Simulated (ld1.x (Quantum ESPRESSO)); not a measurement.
The numbers below are computed, except where a source is named.
**Potentials for boron (B) compared**

Generated with ld1.x 7.5 (TM, RRKJ, ultrasoft, PAW), atompaw 4.2 or ONCVPSP 4.0.1. The cutoff is in Ry: for ld1.x and atompaw files where the sum of valence levels is converged to 10 mRy in a Bessel basis, for ONCV files where the hardest occupied wave has 1 mHa per electron of residual kinetic energy. The error is the largest all-electron minus pseudo excitation energy over each file’s own four to seven test configurations (ionisations up to +4, promotions, holes and added fractions of an electron), all of which were solved. The labels leave out finer settings (local radius, basis sizes, second energies), which also bear on the numbers. Spin-polarised tests are not counted. The rows are a selection from randomly drawn settings: files with unsolved tests, undetermined cutoffs or missed reference levels are left out.

```tsv
potential	cutoff (Ry)	largest error (meV)	bound ghosts
TM, LDA (PZ), non-relativistic, rc 1.35/2.50/2.45 (spd), local p, core correction yes, reference 2s1.75 2p1.25	21	+152	none
ultrasoft, BLYP, scalar-relativistic, rc 1.35/2.55 (sp), local smoothed, core correction yes, reference 2s2 2p1	12	+39	none
TM, PBEsol, scalar-relativistic, rc 0.90/2.60 (sp), local s, core correction no, reference 2s1 2p0	80	+524	none
PAW, PW91, non-relativistic, rc 1.65/3.55/4.05 (spd), local smoothed, core correction yes, reference 2s2 2p1	6	-5.7	none
TM, PBEsol, scalar-relativistic, rc 1.20/2.35 (sp), local smoothed, core correction yes, reference 2s1 2p0	21	+285	none
RRKJ, PBEsol, scalar-relativistic, rc 1.20/2.70 (sp), local smoothed, core correction yes, reference 2s2 2p1	21	+216	none
```

Fill in the row for B: RRKJ, LDA (PZ), scalar-relativistic, rc 1.35/2.70 (sp), local p, core correction no, reference 2s1 2p0.

cutoff 30 Ry, largest error +409 meV, bound ghosts: none.

Fill in the row for B: PAW, PBEsol, scalar-relativistic, rc 1.80/3.15 (sp), local smoothed, core correction yes, reference 2s2 2p0.

cutoff 6 Ry, largest error -6.1 meV, bound ghosts: none.

Fill in the row for B: RRKJ, PBEsol, scalar-relativistic, rc 1.40/2.65 (sp), local s, core correction no, reference 2s1 2p2.

cutoff 18 Ry, largest error +358 meV, bound ghosts: none.
